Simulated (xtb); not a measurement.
Diatomic AlNi, multiplicity 4 (not the ground state: that is measured with 2S+1 = 2). No spin–orbit coupling. Ni is treated without relativity.

The constants come from a fifth-degree fit in 1/R (seven points, main isotopes). Runs in def2 and cc sets follow the lowest solution found near the PBE0 minimum.

Run with xtb for the GFN methods.  The GFN methods have no spin term and hold the electronic entropy of 300 K.

Energies at GFN1-xTB:

| R (Å) | E (hartree) |
|---|---|
| 2.137915 | -5.12658848 |
| 2.195386 | -5.12748661 |
| 2.248259 | -5.12738044 |
| 2.308029 | -5.12649824 |
| 2.367798 | -5.12504116 |
| 2.436763 | -5.12286340 |
| 2.517222 | -5.11986553 |

Problem. With a reduced mass of 18.4084 u, find the minimum, the force constant and the constants.

Solution. A fifth-degree polynomial in 1/R puts the minimum at r_e = 2.2138 Å with force constant 122 N/m. Then ω_e = (1/2πc)√(k/μ) = 336 cm⁻¹ and B_e = h/(8π²cμr_e²) = 0.1869 cm⁻¹; the cubic and quartic terms give α_e = 0.0022 and ω_e x_e = 2.6 cm⁻¹.
